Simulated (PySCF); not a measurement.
CH3Cl2NSi2, SMILES Cl[Si]1(Cl)N=C[SiH2]1. Coordinates come from a PBE0-D3(BJ)/def2-SVP optimisation. This is a generated structure with no PubChem entry under its InChIKey; it may be hypothetical.

Computed equilibrium geometry at PBE0-D3(BJ)/def2-SVP (PySCF confirms it by a frequency run) as Cartesian coordinates in Å, and its point group:
point group Cs.
```xyz
9

Cl     1.4192    -0.1202     1.6667
Si     0.2265     0.0221     0.0000
Cl     1.4192    -0.1202    -1.6667
N     -0.7296     1.5347     0.0000
C     -1.9308     1.0688     0.0000
Si    -1.9258    -0.8655     0.0000
H     -2.7874     1.7701     0.0000
H     -2.4911    -1.5149    -1.2214
H     -2.4911    -1.5149     1.2214
```
